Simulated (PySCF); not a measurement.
**Correlation energy of P⁺ (phosphorus, charge +1)**

[Ne] 3s2 3p2, high-spin 3P determinant. Computed with PySCF 2.14 in aug-cc-pV(D+d)Z (5s4p3d, 32 functions), with no relativity, point nucleus. Frozen: [Ne]; 4 electrons correlated.

MP2 pair energies summed by pair of shells (mhartree):

```tsv
pair	energy	share (%)
3s-3p	-30.88	60.3
3s-3s	-14.79	28.9
3p-3p	-5.54	10.8
```

Total MP2 correlation energy: -51.22 mhartree.

Same-spin part -8.57 and opposite-spin part -42.65 mhartree; SCS-MP2 scales them by 1/3 and 6/5 to -54.04 mhartree.

```json
{"level": "CCSD", "correlation energy (mhartree)": "-73.02"}
{"level": "(T)", "correlation energy (mhartree)": "-1.14"}
{"level": "CCSD(T)", "correlation energy (mhartree)": "-74.16"}
```

Diagnostics: T1 = 0.0091, D1 = 0.0249, largest double amplitude 0.105.

Cost of the coupled-cluster step: 0.18 s of wall time on 1 thread of Intel(R) Xeon(R) Platinum 8559C (shared host), for 4 correlated electrons.
